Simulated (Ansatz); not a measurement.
Gas-phase electronic energies from Ansatz, PBE0-D4/def2-TZVP geometries. CCSD(T)/CBS adds triple-zeta CCSD(T) − MP2 to the extrapolated MP2 energy (def2 sets, frozen cores). DFT in def2-TZVPP. B3LYP here is the variant with VWN-RPA as its local correlation; programs differ in this. One conformer a species, not always the lowest.

`CB(N)[SiH2]O` + `CC(=N)O` → `CC(=N)O[SiH2]O` + `CBN`  (cleavage of the Si–B bond)

`CB(N)[SiH2]O`:

```xyz
13

C     0.936    0.334   -1.396
B     0.406    0.317    0.085
N     0.841    1.272    1.000
Si   -0.899   -1.087    0.752
O    -2.175   -1.358   -0.279
H     1.484   -0.589   -1.613
H     0.107    0.350   -2.111
H     1.596    1.178   -1.623
H     0.530    1.310    1.957
H     1.511    1.991    0.769
H    -0.254   -2.422    0.894
H    -1.406   -0.706    2.114
H    -2.679   -0.590   -0.549
```

`CC(=N)O`:

Cartesian coordinates in Å:
```
C -0.616 0.174 0.823
C 0.257 -0.134 -0.349
N 0.894 0.657 -1.100
O 0.325 -1.459 -0.574
H -1.623 -0.211 0.646
H -0.231 -0.326 1.714
H -0.666 1.246 1.003
H 0.756 1.622 -0.821
H 0.904 -1.570 -1.341
```

`CC(=N)O[SiH2]O`:

```xyz
13

C    -1.525   -1.417    0.091
C    -0.553   -0.287    0.164
N    -0.660    0.798    0.815
O     0.545   -0.502   -0.570
Si    1.822    0.593   -0.438
O     1.380    2.118   -0.807
H    -2.420   -1.213    0.677
H    -1.051   -2.331    0.455
H    -1.803   -1.591   -0.951
H    -1.526    0.837    1.341
H     2.784    0.148   -1.464
H     2.364    0.451    0.933
H     0.645    2.397   -0.247
```

`CBN`:

Z-matrix (Å, degrees):
```
C
B 1 1.568
H 1 1.095 2 110.4
H 1 1.096 2 110.3 3 116.2
H 1 1.094 2 114.3 3 -121.9
N 2 1.392 1 122.0 3 122.1
H 2 1.202 1 121.0 3 -57.9
H 6 1.005 2 123.2 1 180.0
H 6 1.007 2 123.1 1 -0.0
```

```
             level  ΔE (eV)
           PBE0-D4    -1.33
            r2SCAN    -1.43
             B3LYP    -1.44
    MP2/def2-TZVPP    -1.56
CCSD(T)/def2-TZVPP    -1.49
     HF/def2-QZVPP    -1.66
SCS-MP2/def2-QZVPP    -1.56
    CCSD/CBS(def2)    -1.49
```

Task: What does CCSD(T)/CBS give? (An estimate is asked.)

Result: The calculation gave: -1.48 eV. The listed levels differ from it by 0.15, 0.05, 0.04, -0.08, -0.01, -0.18, -0.08, -0.01 eV.

Largest T1 diagnostic among the species: 0.013.

From PBE to PBE0 (25 % exact exchange), in def2-TZVPP and without D4, ΔE moves by −0.09 eV. In def2-TZVPP, CCSD(T) changes the Hartree–Fock value by +0.16 eV (the triples alone add +0.01 eV) and MP2 by +0.09 eV.
